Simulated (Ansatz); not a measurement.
Cost and result for the atomization energy of `N[SiH]N[SiH2]N` radical (13 atoms, 12 bonds).

```xyz
13

N    -1.260   -1.113    0.928
Si   -0.101   -0.335    1.926
N     0.954    0.481    0.819
Si    0.948    0.391   -0.900
N    -0.612    0.795   -1.524
H    -1.840   -1.856    1.279
H    -1.683   -0.600    0.168
H     0.573   -1.428    2.709
H     1.583    1.162    1.218
H     2.040    1.313   -1.331
H     1.213   -0.970   -1.432
H    -0.869    0.416   -2.423
H    -0.946    1.744   -1.436
```

The species carries charge 0 and has multiplicity 2. All single points use the PBE0-D4/def2-TZVP geometry. It is one conformer, not always the lowest. Program: Ansatz. All runs use 2 threads of an AMD EPYC 7R13 on a shared host and a share of an NVIDIA H100 80 GB. Times are those of one run each, without the atoms' runs, and a repeat can differ threefold. Electronic energies, without spin–orbit coupling; frozen cores. CCSD(T)/CBS adds CCSD(T) − MP2 in def2-TZVPP to the MP2 limit, and its time is that of the two runs behind it. T1 = 0.013; ⟨S²⟩ of the reference is 0.76. B3LYP takes the VWN-RPA correlation (the form of Gaussian; ORCA's B3LYP/G).

CCSD(T)/CBS is a level of theory with its own doubt, some kJ/mol a heavy atom from the limit and from the frozen cores, so smaller differences don't rank the functionals.

| level | functions | wall time | atomization (kcal/mol) | difference from CCSD(T)/CBS | per bond |
| --- | --- | --- | --- | --- | --- |
| PBE0-D4/def2-TZVPP | 289 | 2.6 s | 1036.5 | -7.0 | -0.6 |
| B2PLYP/def2-TZVPP | 289 | 2.6 s | 1031.4 | -12.1 | -1.0 |
| B3LYP-D4/def2-TZVPP (with forces) | 289 | 2.6 s | 1050.1 | 6.6 | 0.5 |
| ωB97X-V/def2-TZVPP | 289 | 3.3 s | 1051.0 | 7.5 | 0.6 |
| r2SCAN-D4/def2-TZVPP (with forces) | 289 | 3.3 s | 1038.6 | -4.9 | -0.4 |
| PBE-D4/def2-TZVPP (with forces) | 289 | 3.4 s | 1055.3 | 11.8 | 1.0 |
| ωB97M-V/def2-TZVPP (with forces) | 289 | 3.9 s | 1047.8 | 4.3 | 0.4 |
| MP2/def2-QZVPP | 551 | 4 s | 1038.0 | -5.5 | -0.5 |
| CCSD(T)/def2-TZVPP | 289 | 9.5 s | 1006.8 | -36.7 | -3.1 |
| CCSD(T)/CBS(def2) | – | 14 s | 1043.5 | 0.0 | 0.0 |

In def2-TZVPP, CCSD(T) changes the Hartree–Fock value by +287.2 kcal/mol (the triples alone add +14.8 kcal/mol) and MP2 by +296.1 kcal/mol; breaking electron pairs costs correlation energy, which Hartree–Fock lacks. From PBE to PBE0 (25 % exact exchange), in def2-TZVPP and without D4, the atomization energy moves by −17.6 kcal/mol: exact exchange takes away binding that semilocal exchange gives to molecules. The D4 term adds +12.7 kcal/mol with B3LYP and +6.7 kcal/mol with PBE0; it sums over pairs of atoms, weighted by their polarisabilities, and B3LYP, whose exchange is more repulsive, gets the larger term.
